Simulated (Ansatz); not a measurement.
Molecular dynamics of H₂C₃F₄

input.yaml

```yaml
crystal:
  lattice:
    - [9.424893, 0.0, 0.0]
    - [0.0, 9.424893, 0.0]
    - [0.0, 0.0, 9.424893]
  atoms:
    - { symbol: C, position: [0.27890182, 0.22487995, 0.61452451] }
    - { symbol: C, position: [0.16008709, 0.22172116, 0.66256047] }
    - { symbol: H, position: [0.05366488, 0.21982224, 0.70307707] }
    - { symbol: H, position: [0.38361955, 0.22864436, 0.57025989] }
    - { symbol: C, position: [0.67788863, 0.12108269, 0.05106726] }
    - { symbol: C, position: [0.56887899, 0.11662204, -0.01712162] }
    - { symbol: H, position: [0.47226712, 0.11318788, -0.07820758] }
    - { symbol: H, position: [0.77319701, 0.12518253, 0.11434421] }
    - { symbol: C, position: [0.73833383, 0.57429174, 0.77361226] }
    - { symbol: C, position: [0.66415132, 0.56821726, 0.66916259] }
    - { symbol: H, position: [0.59729024, 0.56420147, 0.57712569] }
    - { symbol: H, position: [0.80438269, 0.57986298, 0.86622164] }
    - { symbol: C, position: [0.89204274, 0.24900041, 0.35943054] }
    - { symbol: C, position: [0.94619293, 0.13388245, 0.37473649] }
    - { symbol: H, position: [0.99484643, 0.03216903, 0.38983106] }
    - { symbol: H, position: [0.84516484, 0.35182205, 0.3463297] }
    - { symbol: C, position: [0.19650061, 0.67724526, 0.71164407] }
    - { symbol: F, position: [0.30106265, 0.5823729, 0.70025861] }
    - { symbol: F, position: [0.12887012, 0.68852232, 0.58749367] }
    - { symbol: F, position: [0.1044527, 0.63505964, 0.81178529] }
    - { symbol: F, position: [0.25039033, 0.80364743, 0.74777543] }
    - { symbol: C, position: [0.61730951, 0.62824555, 0.19916065] }
    - { symbol: F, position: [0.75329814, 0.62480698, 0.24164489] }
    - { symbol: F, position: [0.5331159, 0.6372747, 0.31367238] }
    - { symbol: F, position: [0.59662066, 0.7404749, 0.11619811] }
    - { symbol: F, position: [0.58764367, 0.50943081, 0.12832478] }
    - { symbol: C, position: [0.61003075, 0.97668948, 0.52523899] }
    - { symbol: F, position: [0.66596845, 1.05237445, 0.63046455] }
    - { symbol: F, position: [0.70705943, 0.88587195, 0.47428497] }
    - { symbol: F, position: [0.49797596, 0.90343028, 0.57364506] }
    - { symbol: F, position: [0.56741631, 1.06375493, 0.42121265] }
    - { symbol: C, position: [0.22506555, 0.35952577, 0.11796536] }
    - { symbol: F, position: [0.13272975, 0.46409076, 0.14561835] }
    - { symbol: F, position: [0.31012383, 0.34150577, 0.22980365] }
    - { symbol: F, position: [0.15404675, 0.23924511, 0.09184623] }
    - { symbol: F, position: [0.30259781, 0.39400701, 0.00399542] }
basis:
  ecutwfc: 420.0
kpoints:
  mp_grid: { grid: [1, 1, 1] }
hamiltonian:
  xc: pbe
scf:
  occupations: { method: fermi_dirac, width: 0.02 }
  lower_state_search: "off"
md:
  timestep: 0.5
  n_steps: 230
  ensemble: nvt_langevin
  temperature: 1500.0
  initial_velocities: maxwell_boltzmann
  seed: 937747
  friction: 0.02
```

Launched with:

```bash
$ ansatz run input.yaml --threads 2 --pin off --max-ram 5120MiB --backend cpu --events-out ev --progress --plain --runs-dir out
```

It starts from a partly relaxed structure (largest force component 0.28 eV/Å).

Output, in part (step lines):

```
md step     0: t =     0.00 fs  T =  1458.3 K  F+E_penalty+E_count = -16056.39644465 eV  E_kin = 6.786150 eV  (11 SCF iters)
md step     1: t =     0.50 fs  T =  1382.8 K  F+E_penalty+E_count = -16056.28386454 eV  E_kin = 6.434768 eV  (8 SCF iters)
md step     2: t =     1.00 fs  T =  1296.7 K  F+E_penalty+E_count = -16056.00892092 eV  E_kin = 6.033954 eV  (8 SCF iters)
md step     3: t =     1.50 fs  T =  1166.9 K  F+E_penalty+E_count = -16055.65483810 eV  E_kin = 5.430132 eV  (8 SCF iters)
md step     4: t =     2.00 fs  T =  1197.4 K  F+E_penalty+E_count = -16055.29530052 eV  E_kin = 5.571872 eV  (8 SCF iters)
md step     5: t =     2.50 fs  T =  1150.0 K  F+E_penalty+E_count = -16054.98974859 eV  E_kin = 5.351324 eV  (6 SCF iters)
md step     6: t =     3.00 fs  T =  1121.9 K  F+E_penalty+E_count = -16054.79338819 eV  E_kin = 5.220385 eV  (6 SCF iters)
md step     7: t =     3.50 fs  T =  1098.8 K  F+E_penalty+E_count = -16054.68438236 eV  E_kin = 5.113267 eV  (6 SCF iters)
[... lines left out ...]
```

The steps, from the saved trajectory:

```tsv
time (fs)	T (K)	potential energy less start (eV)
0.0	1458	0.000
3.5	1099	1.712
7.0	873	2.155
10.5	882	2.484
14.0	949	2.506
17.5	965	2.841
21.0	974	2.804
24.5	1164	2.439
28.0	1361	1.899
31.5	1368	1.766
35.0	1045	3.105
38.5	999	3.517
42.0	1148	3.335
45.5	1201	3.102
49.0	1263	3.401
52.5	1217	3.724
56.0	1293	3.322
59.5	1370	3.609
63.0	1262	3.381
66.5	1361	3.670
70.0	1239	4.306
73.5	1451	4.058
77.0	1195	4.872
80.5	1217	4.859
84.0	1304	4.261
87.5	1521	4.296
91.0	1343	4.421
94.5	1381	5.290
98.0	1376	4.940
101.5	1312	5.222
105.0	1361	4.382
108.5	1318	4.679
112.0	1387	3.968
```

The run went to its last step. The mean temperature of the second half is 10 % below the set value. A run of 0.12 ps of so small a system gives no equilibrium averages. Limits of this set-up: coarse k mesh.

Mean squared displacements from the first frame to the last, about the centre of mass: C 0.75 Å², H 4.55 Å², F 0.48 Å².

Last frame:

```xyz
36
Lattice="9.4249 0.0000 0.0000 0.0000 9.4249 0.0000 0.0000 0.0000 9.4249" Properties=species:S:1:pos:R:3
C 2.038 2.555 7.089
C 1.365 2.655 6.052
H 0.731 2.432 5.154
H 2.996 2.554 7.635
C 6.266 1.803 0.435
C 6.320 0.632 0.382
H 6.125 -0.510 0.318
H 6.300 2.823 0.751
C 6.593 5.616 6.290
C 5.970 4.765 6.932
H 5.031 4.601 7.548
H 6.909 6.524 5.672
C 7.413 2.376 3.730
C 8.251 1.752 3.062
H 9.092 1.448 2.429
H 6.693 2.905 4.260
C 1.585 6.606 6.360
F 2.663 5.739 6.549
F 1.562 6.589 5.085
F 0.592 6.355 7.103
F 1.916 7.869 6.545
C 5.883 5.824 2.094
F 7.178 6.127 2.320
F 5.274 5.900 3.316
F 5.341 6.575 1.143
F 5.896 4.522 1.556
C 5.904 9.450 5.556
F 6.743 9.675 6.532
F 6.552 8.986 4.396
F 5.023 8.448 5.708
F 5.180 10.618 5.292
C 2.086 3.425 0.605
F 1.131 4.304 0.335
F 2.503 3.470 1.806
F 1.702 2.252 0.282
F 3.094 3.829 -0.207
```

The run took 12 min on 2 threads of Arm Neoverse V1 (shared host), peak memory 0.67 GiB.
